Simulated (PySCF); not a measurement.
SMILES SCC[SeH] (C2H6SSe) (B3LYP/def2-SVP optimised geometry):

```
10

S      1.521    -1.530    -0.147
C      0.795     0.157     0.000
C     -0.727     0.157     0.000
Se    -1.521     1.975     0.000
H      1.131    -1.975     1.071
H      1.182     0.706    -0.871
H      1.197     0.650     0.897
H     -1.118    -0.316    -0.913
H     -1.135    -0.396     0.859
H     -1.081     2.307     1.371
```

Calculation: B3LYP/def2-TZVP (PySCF 2.14.0).

Task: What are the frontier orbital energies and the dipole moment?

Result: HOMO-2 -8.65 eV, HOMO-1 -6.85 eV, HOMO -6.48 eV, LUMO -0.46 eV, LUMO+1 -0.04 eV; dipole moment 1.15 D.

Meta-Löwdin charges at B3LYP/def2-TZVP: S1 -0.09, C2 -0.24, C3 -0.26, Se4 -0.04, H5 0.08, H6 0.13, H7 0.12, H8 0.13, H9 0.12, H10 0.05.
